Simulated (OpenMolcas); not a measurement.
Ni3+: moving or changing the point charges

Ni3+ among 6 point charges of -1.5 e arranged as an octahedron (Oh), 1.88 Å from the ion.

```json
{
 "Program": "OpenMolcas 26.06",
 "Method": "CASSCF",
 "Basis": "ANO-RCC-VTZP [6s5p3d2f1g]",
 "Scalar Hamiltonian": "DKH2, point nucleus",
 "Active space": "7 electrons in 5 orbitals (3d)",
 "State averaging": "2S+1 = 4 even, 10 roots; 2S+1 = 2 even, 40 roots",
 "Spin-orbit coupling": "RASSI with atomic mean-field integrals over the reference wave functions"
}
```

Runs around this geometry, states (labels of O, the rotations of Oh). Energies in cm-1 above the lowest state or level, χT in cm3 K/mol; under a threefold ground state the first gap can be a small split of the lowest multiplet, not the spin-orbit step; 10Dq and B are least-squares fits to the states below 45000 cm-1, weighted by degeneracy, with a free offset, and given where the rms deviation is under 5 % of |10Dq| (or 100 cm-1) and under 700 cm-1.

```tsv
R (Å)	q (e)	Ground state	First state of that spin	10Dq	B (rms of fit)	First gap with spin-orbit (degeneracies)	χT at 300 K	First state of another spin
1.88	-0.98	4T1	4T2 1288	1485	1432 (50)	300.2 (2, 4)	4.679	2E 22257
1.79	-1.5	4T1	4T2 2522	2852	1432 (101)	405.6 (2, 4)	4.174	2E 21957
1.88	-1.5	4T1	4T2 1979	2253	1432 (79)	371.4 (2, 4)	4.351	2E 22164
1.97	-1.5	4T1	4T2 1569	1803	1432 (61)	334.1 (2, 4)	4.528	2E 22249
```

Taking |10Dq| as R^-n, n = -ln(1803 / 2852) / ln(1.97 / 1.79) = 4.8 between the shortest and longest distance. The point-charge formula for a cubic d site gives n = 5.

Scaling the charges by -0.98 / -1.5 = 0.65 scales |10Dq| by 1485 / 2253 = 0.66; with fixed orbitals a first-order splitting would follow the charge.

An orbital triplet at a regular site is open to Jahn-Teller coupling, which can distort the site and quench the lowest spin-orbit gaps and is left out. Without dynamic correlation the repulsion within the d shell is too large (B by tens of per cent), so at a given field states of lower spin stand too high. Point charges give a weaker field than real ligands, and real ions of this kind are often low spin; the high spin found here belongs to the model. This field is weak: 10Dq is about 1485 cm-1, while octahedral complexes of 3d ions of charge 3 and more, computed by the same method with explicit ligands, had a median near 15000 cm-1. Ground spin and moment need not be those of a real site (figures for R = 1.88, q = -0.98; the like holds for R = 1.79, q = -1.5, R = 1.88, q = -1.5, R = 1.97, q = -1.5). The ground term spreads over less than 5000 cm-1, several times less than with real ligands, so orbital moments are less quenched and χT lies further from the spin-only value than at real sites (holds for R = 1.88, q = -0.98; R = 1.88, q = -1.5; R = 1.97, q = -1.5). This is an electrostatic model: the charges have no orbitals. No measured value stands beside these numbers.
